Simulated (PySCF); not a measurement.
Se(OH)(OSiH3) (H₄O₂SeSi), SMILES O[Se]O[SiH3].

The structure is a stationary point at PBE-D3(BJ)/def2-SVP. Other conformers were not sampled.

Two levels are set side by side: TDDFT-PBE/def2-SVPD (PySCF) and TDDFT-M06-2X/def2-SVPD (PySCF). Vertical, same geometry. The lowest singlet is HOMO→LUMO 96 % with PBE and HOMO→LUMO 90 % with the other functional; states are paired by order. Differences are taken from unrounded values.

```csv
quantity,TDDFT-M06-2X
lowest singlet excitation (eV),3.59
lowest triplet excitation (TDA) (eV),2.99
```

### Question
What does TDDFT-PBE give, and how far is it from TDDFT-M06-2X? (The exact figures need the calculation; the answer reports its results.)

### Answer

| quantity | TDDFT-PBE | TDDFT-PBE minus TDDFT-M06-2X |
|---|---|---|
| lowest singlet excitation (eV) | 3.42 | -0.16 |
| lowest triplet excitation (TDA) (eV) | 2.76 | -0.23 |

A lower first singlet is the usual sign of a functional without exact exchange. Differences between two approximate levels are no errors against the true value.

Rough cost on one machine, each run with all the roots and properties that it gave: TDDFT-M06-2X against TDDFT-PBE about 10 times.
